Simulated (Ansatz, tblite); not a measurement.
Cost and result up the ladder for MoO₃ (4 atoms). Total charge 0; singlet. Geometry: r2SCAN-D4/def2-TZVP.

Cartesian coordinates in Å:
```
Mo -0.239 -0.331 -0.114
O -1.193 1.082 -0.112
O 1.043 -0.153 -1.223
O 0.390 -0.597 1.448
```

Ansatz on 4 threads of AMD EPYC 9B45 on a shared host; xTB runs through tblite on one thread. Times are rough, summed over both states, and most runs start from the orbitals of an earlier one. No level here is sound enough to serve as a yardstick. The other state is a doublet.

In the def2 sets Mo takes a core potential; there is no spin–orbit coupling. The xTB rows come from tblite.

Run but left out: HF/def2-TZVPP, MP2/def2-TZVPP, CCSD/def2-TZVPP, CCSD(T)/def2-TZVPP (singlet: restricted singlet, unstable towards broken spin symmetry).

Raw xTB energies of ions are shifted by several eV.

```
                         level  functions  wall time  vertical IE (eV)                                                                              remarks
                      GFN1-xTB         21    0.004 s             17.27                                                                                    –
                      GFN2-xTB         21    0.004 s             17.15                                                                                    –
PBE-D4/def2-TZVP (with forces)        133      1.1 s             10.99                                                                                    –
             PBE0-D4/def2-TZVP        133        2 s             11.26  restricted SCF unstable in HF (singlet), spin-contaminated (⟨S²⟩ 0.83) (+1 doublet)
           r2SCAN-D4/def2-TZVP        133      3.8 s             11.13                                              restricted SCF unstable in HF (singlet)
```
